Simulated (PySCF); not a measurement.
A calculated (PBE0, PySCF 2.14, aug-cc-pVDZ-DK, the spin-free X2C one-electron Hamiltonian (Gaussian nucleus)) atom or ion has these occupied shells.

| shell | electrons | orbital energy (eV) | rms radius, mean of both spins (bohr) |
| --- | --- | --- | --- |
| 1s α | 1 | -1532.2 | 0.139 |
| 1s β | 1 | -1532.1 | 0.139 |
| 2s α | 1 | -114.91 | 0.681 |
| 2s β | 1 | -114.85 | 0.681 |
| 2p α | 3 | -74.385 | 0.678 |
| 2p β | 3 | -74.292 | 0.678 |
| 3s α | 1 | -9.023 | 2.76 |
| 3s β | 1 | -8.215 | 2.76 |
| 3p α | 1 | -3.901 | 3.70 |

Problem. Name the element and its charge.

Solution. Al (aluminium, neutral), in [Ne] 3s2 3p1, 2P determinant.
